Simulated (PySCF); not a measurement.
LiI: energy against distance

Set-up: PySCF, scalar-relativistic core potentials, basis sets Li aug-cc-pVDZ, I aug-cc-pVDZ-PP with ECP28. Energies in eV from Li + I in their ground configurations at the same level. State: ¹Σ⁺ (singlet), closed shell.

Curves on a restricted Hartree–Fock reference rise too fast on stretching and do not dissociate correctly.

| R (Å) | BHandHLYP | RHF | r²SCAN | BLYP |
| --- | --- | --- | --- | --- |
| 2.083 | -3.180 | -2.266 | -3.290 | -3.110 |
| 2.180 | -3.444 | -2.562 | -3.566 | -3.380 |
| 2.277 | -3.588 | -2.734 | -3.722 | -3.533 |
| 2.349 | -3.638 | -2.801 | -3.780 | -3.590 |
| 2.422 | -3.650 | -2.827 | -3.799 | -3.610 |
| 2.495 | -3.631 | -2.821 | -3.787 | -3.599 |
| 2.591 | -3.570 | -2.775 | -3.735 | -3.550 |
| 2.713 | -3.453 | -2.673 | -3.630 | -3.448 |
| 2.858 | -3.276 | -2.509 | -3.464 | -3.288 |
| 3.052 | -3.007 | -2.254 | -3.209 | -3.043 |

Problem. Put a parabola through the three lowest points of the BHandHLYP curve and estimate Re, k and ωe (reduced mass 6.648 u; 1 eV/Å² = 0.16022 mdyn/Å; ωe = 1302.8·√(k/μ) cm⁻¹).

Solution. Through R = 2.349, 2.422, 2.495 Å the second-order coefficient is 2.91 eV/Å², so Re ≈ 2.414 Å, k ≈ 0.932 mdyn/Å and ωe ≈ 488 cm⁻¹. A polynomial fit of higher order to the unrounded BHandHLYP energies gives Re = 2.410 Å, k = 0.951 mdyn/Å, ωe = 493 cm⁻¹; anharmonicity and rounding make the difference.

The higher-order fit for each curve: BHandHLYP: Re = 2.410 Å, ωe = 493 cm⁻¹, De = 3.65 eV; RHF: Re = 2.442 Å, ωe = 482 cm⁻¹, De = 2.83 eV; r²SCAN: Re = 2.428 Å, ωe = 481 cm⁻¹, De = 3.80 eV; BLYP: Re = 2.430 Å, ωe = 473 cm⁻¹, De = 3.61 eV.

These are scalar-relativistic numbers at best; spin–orbit coupling would shift them, the dissociation energy most. Where the molecule has an RHF reference, its open-shell atoms are computed with UHF.
